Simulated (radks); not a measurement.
Values are calculated unless marked as measured or tabulated.
Task: Valence configurations of Ce II (all share [Xe]). Level of theory: Dirac Kohn-Sham, PBE, spin-unpolarised, spherical densities, finite nucleus; open shells are shared between the two j in proportion to 2j + 1; Fermi nuclear charge, rms radius 4.8771 fm (a radial shooting solver on a logarithmic mesh with Libxc functionals). Order these by energy: 4f3; 4f1 5d2; 4f2.5 6p0.5; 5d2 6s1; 4f1.5 5d1 6s0.5; 4f2 5d1; 5d3; 4f0.5 5d1 6s1 6p0.5; 5d2 6p1; 4f1 5d1 6s1.

Result: From the lowest, in eV above it: 4f1.5 5d1 6s0.5 0.000; 4f1 5d1 6s1 0.628; 4f2 5d1 0.719; 4f1 5d2 0.798; 4f2.5 6p0.5 2.577; 4f3 3.329; 4f0.5 5d1 6s1 6p0.5 4.503; 5d3 5.142; 5d2 6s1 5.731; 5d2 6p1 8.989. NIST lists [Xe] 4f1 5d2 as the ground configuration; this level of theory puts 4f1.5 5d1 6s0.5 lower, by 0.798 eV. The energies are those of spherical spin-averaged densities, not of single terms.
